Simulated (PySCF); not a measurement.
trisilane (H8Si3), singlet, geometry from GFN2-xTB; PySCF with BLYP/STO-3G.

Here is a job for PySCF.
```python
from pyscf import gto, scf, dft

mol = gto.Mole()
mol.atom = '''
    Si    1.844347    0.778114   -0.032315
    Si    0.164165   -0.812706   -0.092287
    Si   -1.998435   -0.015297    0.118937
    H     3.199017    0.233124   -0.147584
    H     1.701845    1.753556   -1.117068
    H     1.816064    1.543718    1.217351
    H     0.413797   -1.824509    0.949779
    H     0.276432   -1.592490   -1.337797
    H    -2.320290    0.952466   -0.933897
    H    -2.193734    0.681556    1.393588
    H    -3.034216   -1.048978    0.054940
'''
mol.basis = 'sto-3g'
mol.charge = 0
mol.spin = 0
mol.verbose = 4
mol.build()

mf = dft.RKS(mol)
mf.xc = 'blyp'
mf.init_guess = 'mod_huckel'
mf.kernel()
```

Output, abridged:

```
PySCF version 2.14.0

[INPUT] verbose = 4
[INPUT] num. atoms = 11
[INPUT] num. electrons = 50
[INPUT] charge = 0
[INPUT] spin (= nelec alpha-beta = 2S) = 0
[INPUT] symmetry False subgroup None
[INPUT] Mole.unit = angstrom
[INPUT] Symbol           X                Y                Z      unit          X                Y                Z       unit  Magmom
[INPUT]  1 Si     1.844347000000   0.778114000000  -0.032315000000 AA    3.485310708663   1.470422353690  -0.061066499715 Bohr   0.0
[INPUT]  2 Si     0.164165000000  -0.812706000000  -0.092287000000 AA    0.310226889239  -1.535791759791  -0.174397154858 Bohr   0.0
[INPUT]  3 Si    -1.998435000000  -0.015297000000   0.118937000000 AA   -3.776494827745  -0.028907140527   0.224758356077 Bohr   0.0
[INPUT]  4 H      3.199017000000   0.233124000000  -0.147584000000 AA    6.045265997828   0.440540513063  -0.278893340368 Bohr   0.0
[INPUT]  5 H      1.701845000000   1.753556000000  -1.117068000000 AA    3.216020956460   3.313740584088  -2.110952582516 Bohr   0.0
[INPUT]  6 H      1.816064000000   1.543718000000   1.217351000000 AA    3.431863584682   2.917204233561   2.300459987465 Bohr   0.0
[INPUT]  7 H      0.413797000000  -1.824509000000   0.949779000000 AA    0.781963001167  -3.447822321804   1.794822188863 Bohr   0.0
[INPUT]  8 H      0.276432000000  -1.592490000000  -1.337797000000 AA    0.522380772066  -3.009369956109  -2.528069940265 Bohr   0.0
[INPUT]  9 H     -2.320290000000   0.952466000000  -0.933897000000 AA   -4.384712629567   1.799899882960  -1.764809558553 Bohr   0.0
[INPUT] 10 H     -2.193734000000   0.681556000000   1.393588000000 AA   -4.145556450147   1.287954178554   2.633499650480 Bohr   0.0
[INPUT] 11 H     -3.034216000000  -1.048978000000   0.054940000000 AA   -5.733837242773  -1.982281130694   0.103821553284 Bohr   0.0

nuclear repulsion = 193.835725244928
number of shells = 23
number of NR pGTOs = 105
number of NR cGTOs = 35
basis = sto-3g
ecp = {}

******** <class 'pyscf.dft.rks.RKS'> ********
method = RKS
initial guess = mod_huckel
damping factor = 0
level_shift factor = 0
DIIS = <class 'pyscf.scf.diis.CDIIS'>
diis_start_cycle = 1
diis_space = 8
diis_damp = 0
SCF conv_tol = 1e-09
SCF conv_tol_grad = None
SCF max_cycles = 50
direct_scf = True
direct_scf_tol = 1e-13
XC library pyscf.dft.libxc version 7.1.2
    S. Lehtola, C. Steigemann, M. J. T. Oliveira, and M. A. L. Marques,  SoftwareX 7, 1–5 (2018)
XC functionals = blyp
    A. D. Becke,  Phys. Rev. A 38, 3098 (1988)
    C. Lee, W. Yang, and R. G. Parr,  Phys. Rev. B 37, 785 (1988)
    B. Miehlich, A. Savin, H. Stoll, and H. Preuss,  Chem. Phys. Lett. 157, 200 (1989)
radial grids:
    Treutler-Ahlrichs [JCP 102, 346 (1995); DOI:10.1063/1.469408] (M4) radial grids

becke partition: Becke, JCP 88, 2547 (1988); DOI:10.1063/1.454033
pruning grids: <function nwchem_prune>
grids dens level: 3
symmetrized grids: False
atomic radii adjust function: <function treutler_atomic_radii_adjust>
small_rho_cutoff = 0
Set gradient conv threshold to 3.16228e-05
Initial guess from on-the-fly Huckel, doi:10.1021/acs.jctc.8b01089,
employing the updated GWH rule from doi:10.1021/ja00480a005.
Spherically averaged atomic HF for {'Si', 'H'}

******** <class 'pyscf.scf.atom_hf.AtomSphAverageRHF'> ********
method = AtomSphAverageRHF
initial guess = minao
damping factor = 0
level_shift factor = 0
DIIS = <class 'pyscf.scf.diis.CDIIS'>
diis_start_cycle = 1
diis_space = 8
diis_damp = 0
SCF conv_tol = 1e-09
SCF conv_tol_grad = None
SCF max_cycles = 50
direct_scf = True
direct_scf_tol = 1e-13
atom = Si
Set gradient conv threshold to 3.16228e-05
Initial guess from minao.
init E= -284.995762085455
cycle= 1 E= -285.156087816846  delta_E= -0.16  |g|=    0  |ddm|= 0.129
cycle= 2 E= -285.156209299748  delta_E= -0.000121  |g|=    0  |ddm|= 0.00991
cycle= 3 E= -285.156209360337  delta_E= -6.06e-08  |g|=    0  |ddm|= 0.000226
cycle= 4 E= -285.156209360337  delta_E= 5.68e-14  |g|=    0  |ddm|= 5.5e-08
Extra cycle  E= -285.156209360336  delta_E= 1.71e-13  |g|=    0  |ddm|= 5.13e-08
Atomic HF for atom  Si  converged. SCF energy = -285.156209360336

******** 1 electron system ********
Atomic HF for atom  H  converged. SCF energy = -0.466581849557275

  HOMO = -0.518555184674819  LUMO = 0.379146472635078  gap/eV = 24.42771
tot grids = 136008
init E= -854.334390550379
  HOMO = -0.182915556139781  LUMO = 0.151605011267574  gap/eV = 9.10277
cycle= 1 E= -863.076958302758  delta_E= -8.74  |g|= 0.26  |ddm|= 15.1
  HOMO = -0.152852880939028  LUMO = 0.183180639524128  gap/eV = 9.14394
cycle= 2 E= -863.085163216994  delta_E= -0.0082  |g|= 0.174  |ddm|= 0.677
  HOMO = -0.188476864454158  LUMO = 0.146432250294788  gap/eV = 9.11334
cycle= 3 E= -863.097960958613  delta_E= -0.0128  |g|= 0.0441  |ddm|= 0.394
  HOMO = -0.181862507978738  LUMO = 0.154201213728218  gap/eV = 9.14476
cycle= 4 E= -863.098699519045  delta_E= -0.000739  |g|= 0.00477  |ddm|= 0.0775
  HOMO = -0.18201987030786  LUMO = 0.154027839669398  gap/eV = 9.14432
cycle= 5 E= -863.098708939685  delta_E= -9.42e-06  |g|= 0.000272  |ddm|= 0.00929
  HOMO = -0.182021426734554  LUMO = 0.154013818448487  gap/eV = 9.14398
cycle= 6 E= -863.098708973559  delta_E= -3.39e-08  |g|= 7.14e-05  |ddm|= 0.000715
  HOMO = -0.182025266075343  LUMO = 0.154008609803937  gap/eV = 9.14395
cycle= 7 E= -863.098708976288  delta_E= -2.73e-09  |g|= 7.47e-06  |ddm|= 0.000173
  HOMO = -0.182024559041284  LUMO = 0.154009732122926  gap/eV = 9.14396
cycle= 8 E= -863.098708976319  delta_E= -3.18e-11  |g|= 4.76e-07  |ddm|= 1.86e-05
  HOMO = -0.182024537154571  LUMO = 0.154009744930678  gap/eV = 9.14396
Extra cycle  E= -863.098708976318  delta_E= 1.59e-12  |g|= 3e-07  |ddm|= 2.22e-06
converged SCF energy = -863.098708976318
```
